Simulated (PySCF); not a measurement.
PySCF input file for TaI2, SMILES [Ta]([I])[I] (connectivity only; charge and spin as stated), neutral, multiplicity 4, TDA-PBE/def2-SVPD. Coordinates come from a r2SCAN-D4/def2-SVP optimisation. The multiplicity is an assumed one; other spin states were not compared. The def2 effective core potentials stand for the cores of I, Ta; spin–orbit coupling is left out.

```python
import numpy as np
from pyscf import gto, scf, dft, tdscf

mol = gto.M(
    atom='''
    Ta    0.00000000    0.00000000    0.00000000
    I     0.00000000    0.00000000   -2.66331475
    I     0.00000000    0.00000000    2.66331475
    ''',
    basis='def2-SVPD',
    ecp={'I': 'def2-svp', 'Ta': 'def2-svp'},
    charge=0,
    spin=3,
    max_memory=1600,
    verbose=4,
)
mf = dft.UKS(mol, xc='pbe').density_fit(auxbasis='def2-universal-jkfit')
mf.grids.level = 3
mf.conv_tol = 1e-9
mf.max_cycle = 100
mf.kernel()
fine, coarse = mf.grids, dft.Grids(mol).set(level=1).build(with_non0tab=True)
for _ in range(3):  # follow internal instabilities
    mf.grids = coarse
    mo, _, stable, _ = mf.stability(return_status=True, nroots=4)
    mf.grids = fine
    if stable:
        break
    mf.kernel(mf.make_rdm1(mo, mf.mo_occ))
mf.grids = dft.Grids(mol).set(level=1).build(with_non0tab=True)  # coarser grid for the response kernel
td = tdscf.TDA(mf)
td.nstates = 10
td.conv_tol = 1e-4
td.positive_eig_threshold = 1e-6
td.kernel(x0=td.get_init_guess(mf, 15))
td.analyze(verbose=3)
```

It prints:

```
PySCF version 2.14.0

[INPUT] verbose = 4
[INPUT] num. atoms = 3
[INPUT] num. electrons = 63
[INPUT] charge = 0
[INPUT] spin (= nelec alpha-beta = 2S) = 3
[INPUT] symmetry False subgroup None
[INPUT] Mole.unit = angstrom
[INPUT] Symbol           X                Y                Z      unit          X                Y                Z       unit  Magmom
[INPUT]  1 Ta     0.000000000000   0.000000000000   0.000000000000 AA    0.000000000000   0.000000000000   0.000000000000 Bohr   0.0
[INPUT]  2 I      0.000000000000   0.000000000000  -2.663314750000 AA    0.000000000000   0.000000000000  -5.032935461014 Bohr   0.0
[INPUT]  3 I      0.000000000000   0.000000000000   2.663314750000 AA    0.000000000000   0.000000000000   5.032935461014 Bohr   0.0

nuclear repulsion = 191.240282625439
number of shells = 39
number of NR pGTOs = 200
number of NR cGTOs = 105
basis = def2-SVPD
ecp = {'I': 'def2-svp', 'Ta': 'def2-svp'}


[settings echo left out]
init E= -576.86654710062
  alpha nocc = 33  HOMO = -1.16748188340469  LUMO = -1.1217511879359
  beta  nocc = 30  HOMO = -1.50986523782352  LUMO = -1.18054783644224

WARN: HOMO -1.16748188340469 >= LUMO -1.18054783644224

cycle= 1 E= -648.823653903858  delta_E=  -72  |g|= 3.25  |ddm|= 11.4
  alpha nocc = 33  HOMO = 0.0135924505292371  LUMO = 0.0412313171186559

WARN: beta  nocc = 30  HOMO -0.0538288975140184 >= LUMO -0.0538288975140173


WARN: HOMO 0.0135924505292371 >= LUMO -0.0538288975140173

cycle= 2 E= -640.896164383064  delta_E= 7.93  |g|= 4.07  |ddm|= 9.88
  alpha nocc = 33  HOMO = 0.0188088921772107  LUMO = 0.0251070655030406
  beta  nocc = 30  HOMO = -0.250957872502716  LUMO = -0.0299383744768142

WARN: HOMO 0.0188088921772107 >= LUMO -0.0299383744768142

cycle= 3 E= -648.012689088122  delta_E= -7.12  |g|= 1.79  |ddm|= 12.4
  alpha nocc = 33  HOMO = -0.391241947075248  LUMO = -0.341085806862908
  beta  nocc = 30  HOMO = -0.453668362522595  LUMO = -0.391605168027992

WARN: HOMO -0.391241947075248 >= LUMO -0.391605168027992

cycle= 4 E= -644.175663575021  delta_E= 3.84  |g|= 3.06  |ddm|= 12.2
  alpha nocc = 33  HOMO = -0.343203102246654  LUMO = -0.285067051198756
  beta  nocc = 30  HOMO = -0.358111150299244  LUMO = -0.347223755581817

WARN: HOMO -0.343203102246654 >= LUMO -0.347223755581817

cycle= 5 E= -651.470764711322  delta_E= -7.3  |g|= 1.16  |ddm|= 2.98
  alpha nocc = 33  HOMO = -0.290786757443187  LUMO = -0.226333287506067
  beta  nocc = 30  HOMO = -0.294183309857437  LUMO = -0.263817934455556
  HOMO = -0.290786757443  LUMO = -0.263817934456  gap/eV = 0.73386
cycle= 6 E= -651.557503545582  delta_E= -0.0867  |g|= 1.13  |ddm|= 0.743
  alpha nocc = 33  HOMO = -0.291489781910033  LUMO = -0.221276993733583
  beta  nocc = 30  HOMO = -0.297187650310351  LUMO = -0.258260801693049
  HOMO = -0.29148978191  LUMO = -0.258260801693  gap/eV = 0.90421
cycle= 7 E= -651.633470552911  delta_E= -0.076  |g|= 1.07  |ddm|= 0.139
  alpha nocc = 33  HOMO = -0.28804176722363  LUMO = -0.189137131430644
  beta  nocc = 30  HOMO = -0.312102042663263  LUMO = -0.214280482040148
  HOMO = -0.288041767224  LUMO = -0.21428048204  gap/eV = 2.00715
cycle= 8 E= -652.122405159246  delta_E= -0.489  |g|= 0.65  |ddm|= 0.594
  alpha nocc = 33  HOMO = -0.205821607286095  LUMO = -0.103650670289124
  beta  nocc = 30  HOMO = -0.271747384071317  LUMO = -0.148693542219057
  HOMO = -0.205821607286  LUMO = -0.148693542219  gap/eV = 1.55453
cycle= 9 E= -652.391581566155  delta_E= -0.269  |g|= 0.236  |ddm|= 0.583
  alpha nocc = 33  HOMO = -0.170478875965179  LUMO = -0.078917747717874
  beta  nocc = 30  HOMO = -0.269247588313921  LUMO = -0.126230581231979
  HOMO = -0.170478875965  LUMO = -0.126230581232  gap/eV = 1.20406
cycle= 10 E= -652.438486824452  delta_E= -0.0469  |g|= 0.0435  |ddm|= 0.434
  alpha nocc = 33  HOMO = -0.16809198394791  LUMO = -0.0769013857069397
  beta  nocc = 30  HOMO = -0.262159234243665  LUMO = -0.124492184397021
  HOMO = -0.168091983948  LUMO = -0.124492184397  gap/eV = 1.18641
cycle= 11 E= -652.439731413636  delta_E= -0.00124  |g|= 0.0138  |ddm|= 0.0715
  alpha nocc = 33  HOMO = -0.171881339643602  LUMO = -0.0809232685990739
  beta  nocc = 30  HOMO = -0.262199715152593  LUMO = -0.127709742544282
  HOMO = -0.171881339644  LUMO = -0.127709742544  gap/eV = 1.20197
cycle= 12 E= -652.439875930104  delta_E= -0.000145  |g|= 0.00614  |ddm|= 0.0336
  alpha nocc = 33  HOMO = -0.171027203190153  LUMO = -0.0804409111830963
  beta  nocc = 30  HOMO = -0.262140310630238  LUMO = -0.127338219446104
  HOMO = -0.17102720319  LUMO = -0.127338219446  gap/eV = 1.18884
cycle= 13 E= -652.439910780838  delta_E= -3.49e-05  |g|= 0.000353  |ddm|= 0.0109
  alpha nocc = 33  HOMO = -0.170894878792723  LUMO = -0.0803586441627756
  beta  nocc = 30  HOMO = -0.262057947791277  LUMO = -0.127276960865607
  HOMO = -0.170894878793  LUMO = -0.127276960866  gap/eV = 1.18690
cycle= 14 E= -652.439910964442  delta_E= -1.84e-07  |g|= 5.99e-05  |ddm|= 0.00144
  alpha nocc = 33  HOMO = -0.170913612774598  LUMO = -0.0803790742355849
  beta  nocc = 30  HOMO = -0.262069605198677  LUMO = -0.127295467218813
  HOMO = -0.170913612775  LUMO = -0.127295467219  gap/eV = 1.18691
cycle= 15 E= -652.43991096794  delta_E= -3.5e-09  |g|= 5.23e-06  |ddm|= 0.000149
  alpha nocc = 33  HOMO = -0.170912998345253  LUMO = -0.0803786964630344
  beta  nocc = 30  HOMO = -0.262068401257361  LUMO = -0.127294875389774
  HOMO = -0.170912998345  LUMO = -0.12729487539  gap/eV = 1.18691
cycle= 16 E= -652.439910967952  delta_E= -1.16e-11  |g|= 3.65e-06  |ddm|= 1.76e-05
  alpha nocc = 33  HOMO = -0.17091259763269  LUMO = -0.0803782682427198
  beta  nocc = 30  HOMO = -0.262068684719459  LUMO = -0.127294651931251
  HOMO = -0.170912597633  LUMO = -0.127294651931  gap/eV = 1.18690
Extra cycle  E= -652.439910967916  delta_E= 3.59e-11  |g|= 7.62e-06  |ddm|= 2.13e-05
converged SCF energy = -652.439910967916  <S^2> = 3.7819191  2S+1 = 4.0159279
tot grids = 24928
uhf_internal: lowest eigs of H = [0.01594646 0.06466223 0.07552414 0.11212283]
<class 'pyscf.df.df_jk.DFUKS'> wavefunction is stable in the internal stability analysis
tot grids = 24928
Overwritten attributes  positive_eig_threshold  of <class 'pyscf.tdscf.uks.TDA'>


******** <class 'pyscf.tdscf.uks.TDA'> for <class 'pyscf.df.df_jk.DFUKS'> ********
nstates = 10
deg_eia_thresh = 1.000e-03
wfnsym = None
conv_tol = 0.0001
eigh lindep = 1e-12
eigh level_shift = 0
eigh max_cycle = 100


Excitation energies (eV)
[0.46454277 0.46454277 0.83759369 0.83759369 1.63622043 1.63622044
 3.12375797 3.12377538 3.14359254 3.21419598]

** Excitation energies and oscillator strengths **
Excited State   1:      0.46454 eV   2668.95 nm  f=0.0000
Excited State   2:      0.46454 eV   2668.95 nm  f=0.0000
Excited State   3:      0.83759 eV   1480.24 nm  f=0.0000
Excited State   4:      0.83759 eV   1480.24 nm  f=0.0000
Excited State   5:      1.63622 eV    757.75 nm  f=0.0000
Excited State   6:      1.63622 eV    757.75 nm  f=0.0000
Excited State   7:      3.12376 eV    396.91 nm  f=0.0000
Excited State   8:      3.12378 eV    396.90 nm  f=0.0000
Excited State   9:      3.14359 eV    394.40 nm  f=0.0000
Excited State  10:      3.21420 eV    385.74 nm  f=0.0000
```

Self-consistency was reached.
